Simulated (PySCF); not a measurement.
2-hydroxyethylboronic acid (C₂H₇BO₃), SMILES OCCB(O)O. Atoms are numbered in the order given.

```xyz
13

O     -2.6831     0.0065     0.4850
C     -1.4465    -0.3567    -0.0739
C     -0.2757     0.4470     0.4718
B      1.1296     0.0875    -0.1566
O      2.1917     0.9485    -0.1697
O      1.3155    -1.1468    -0.6948
H     -2.6397    -0.1689     1.4306
H     -1.2395    -1.4374     0.0483
H     -1.5416    -0.1857    -1.1581
H     -0.1894     0.2681     1.5630
H     -0.4957     1.5243     0.3684
H      1.9843     1.8069     0.2091
H      2.2136    -1.2521    -1.0294
```

Geometry optimised at PBE0-D3(BJ)/def2-SVP. Other conformers were not sampled.

All values below come from PBE/pcSseg-1 (PySCF).

GIAO shieldings, no solvent; atoms listed in one row are averaged. δ = σ(ref) − σ: ¹⁷O against H2O (σ = 334.3 ppm); ¹³C against TMS (σ = 182.0 ppm); ¹¹B against BF3 (σ = 83.9 ppm); ¹H against TMS (σ = 31.49 ppm), references at their B3LYP-D3(BJ)/def2-TZVP geometries, non-relativistic.

Computed chemical shifts:
```json
[
 {"nucleus": "¹⁷O", "atoms": "O5", "count": "1", "δ (ppm)": "142.5"},
 {"nucleus": "¹⁷O", "atoms": "O6", "count": "1", "δ (ppm)": "127.7"},
 {"nucleus": "¹⁷O", "atoms": "O1", "count": "1", "δ (ppm)": "63.6"},
 {"nucleus": "¹³C", "atoms": "C2", "count": "1", "δ (ppm)": "67.4"},
 {"nucleus": "¹³C", "atoms": "C3", "count": "1", "δ (ppm)": "27.5"},
 {"nucleus": "¹¹B", "atoms": "B4", "count": "1", "δ (ppm)": "17.5"},
 {"nucleus": "¹H", "atoms": "H8", "count": "1", "δ (ppm)": "4.42"},
 {"nucleus": "¹H", "atoms": "H13", "count": "1", "δ (ppm)": "3.94"},
 {"nucleus": "¹H", "atoms": "H9", "count": "1", "δ (ppm)": "3.90"},
 {"nucleus": "¹H", "atoms": "H12", "count": "1", "δ (ppm)": "3.84"},
 {"nucleus": "¹H", "atoms": "H10, H11", "count": "2", "δ (ppm)": "1.08"},
 {"nucleus": "¹H", "atoms": "H7", "count": "1", "δ (ppm)": "-0.63"}
]
```
